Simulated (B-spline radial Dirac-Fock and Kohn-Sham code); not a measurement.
# How the settings move the core levels of Ca⁷⁺

ΔSCF core binding energies without Breit or QED terms, calculated with a B-spline atomic structure program. Keys: rel is the Hamiltonian (dirac, or spin-free x2c and nr, where L3 and M5 stand for the whole 2p and 3d shells), method is hf or an exchange,correlation pair (spin-unpolarised, also for the hole states), nuc the nuclear model, radius_factor scales its radius, rmax is the box in bohr, h the logarithmic mesh step, order the B-spline order, points the quadrature points per cell, c_factor scales the speed of light, and damp, ndamp, maxit and tol steer the iteration. The run stops when the commutator error falls below 10·tol·max(1, Z/10), or the numerical noise floor, and the energy has settled to about 1e-8 Ha; the virial ratio is −V/T.

Base input:

```json
{"items": [{"Z": 20, "q": 7, "cfg": [[1, 0, 2], [2, 0, 2], [2, 1, 6], [3, 0, 2], [3, 1, 1]], "A": 40, "rrms": 3.4776, "do": "settings", "holes": ["K", "L3", "M5"],
  "settings": [{"rel": "dirac", "method": "hf", "nuc": "fermi", "radius_factor": 1.0, "rmax": 45.0, "h": 0.3, "order": 8, "points": 10, "c_factor": 1.0, "maxit": 60, "damp": 0.5, "ndamp": 3, "tol": 1e-08}]}]}
```

The ground state converged in 9 iterations, with total energy -663.22678 Ha, virial ratio 1.99112 and highest orbital energy -146.48 eV. ΔSCF binding energies: K (1s) 4203.3 eV, L3 (2p3/2) 497.7 eV. Holes are computed only in closed shells, and unreliable hole states are left out.

Changes from the base run:

| changed setting | Δ total energy (Ha) | Δ K (eV) | Δ L3 (eV) | iterations |
| --- | --- | --- | --- | --- |
| rmax = 25.0 | 0.00000 | 0.00 | 0.00 | 9 |
| c_factor = 2.0 | ? | ? | ? | ? |
| nuc = "gauss"; h = 0.5; damp = 0.0 | +0.00494 | +0.01 | +0.02 | 7 |
| nuc = "gauss" | 0.00000 | 0.00 | 0.00 | 9 |
| rel = "x2c" | +0.07268 | -1.45 | +1.21 | 9 |
| h = 0.5 | +0.00494 | +0.01 | +0.02 | 9 |
| method = "rpbe,pbe"; radius_factor = 2.0; damp = 0.0 | -0.50165 | +14.64 | +1.90 | 8 |

Task: What does the change c_factor = 2.0 do?

Result: The total energy moves by +2.21196 Ha and the binding energies by K -16.36 eV, L3 +0.60 eV; the run takes 9 iterations.
